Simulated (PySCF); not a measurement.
C4H10O2Sb (SMILES CC[O][Sb+][O]CC), charge +1, singlet, at a GFN2-xTB geometry (all electrons, no relativity).

The PySCF input:
```python
from pyscf import gto, scf, dft

mol = gto.Mole()
mol.atom = '''
    Sb   -0.209122    0.737031    0.261695
    O    -0.551862   -1.135489    0.304901
    C    -1.598000   -1.820024    0.975159
    C    -2.542198   -0.920732    1.741652
    H    -2.135283   -2.386386    0.206379
    H    -1.112976   -2.539260    1.644330
    H    -3.024994   -0.212935    1.062670
    H    -3.312659   -1.516051    2.224994
    H    -1.996704   -0.367879    2.510956
    O     1.280426    0.507835   -0.842181
    C     1.836769   -0.689854   -1.387277
    C     2.904202   -0.296771   -2.389438
    H     2.265658   -1.283221   -0.571248
    H     1.046081   -1.285148   -1.857997
    H     3.675859    0.297536   -1.908882
    H     3.355771   -1.194533   -2.801860
    H     2.471324    0.284819   -3.198099
'''
mol.basis = 'sto-3g'
mol.charge = 1
mol.spin = 0
mol.verbose = 4
mol.build()

mf = dft.RKS(mol)
mf.xc = 'camb3lyp'
mf.grids.atom_grid = (99, 590)
mf.grids.prune = None
mf.kernel()
```

Question: What does this run give for the HOMO-LUMO gap, nuclear repulsion energy, number of basis functions, total energy, HOMO energy, Mulliken (on the basis functions themselves) charges in atom order?

Answer: 
| Quantity | Value |
|---|---|
| HOMO-LUMO gap | 6.95 eV |
| nuclear repulsion energy | 721.2210 Eh |
| number of basis functions | 67 |
| total energy | -6558.2119 Eh |
| HOMO energy | -12.10 eV |
| Mulliken (on the basis functions themselves) charges in atom order | Sb1 1.05, O2 -0.29, C3 -0.05, C4 -0.25, H5 0.13, H6 0.13, H7 0.09, H8 0.13, H9 0.09, O10 -0.29, C11 -0.04, C12 -0.24, H13 0.11, H14 0.11, H15 0.11, H16 0.11, H17 0.10 |
